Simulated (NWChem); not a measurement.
System: BHClF; SMILES FBCl

Input file for NWChem:

```
start job
memory heap 200 mb stack 900 mb global 1100 mb
geometry units angstroms noautoz
  B     -0.535149    -0.557154     0.000000
  H     -1.722157    -0.746523     0.000000
  F      0.294750    -1.572484     0.000000
  Cl     0.116693     1.061621     0.000000
end
basis spherical
  * library def2-svpd
end
dft
  xc pbe0
  iterations 150
end
tddft
  cis
  nroots 6
  notriplet
end
task tddft energy
```

The geometry was optimised at PBE0/def2-SVP.

Vertical excitations in the gas phase.

Question: What results follow from this input? (PBE0/def2-SVPD, TDA.) Quantities: lowest excitation, singlet (eV); oscillator strength of that lowest state; lowest state with f > 0.02, singlet (eV); oscillator strength of that bright state; orbital gap (eV).

Answer: 
* **lowest excitation, singlet (eV)**: 6.59
* **oscillator strength of that lowest state**: 0.004
* **lowest state with f > 0.02, singlet (eV)**: 8.01
* **oscillator strength of that bright state**: 0.114
* **orbital gap (eV)**: 8.35
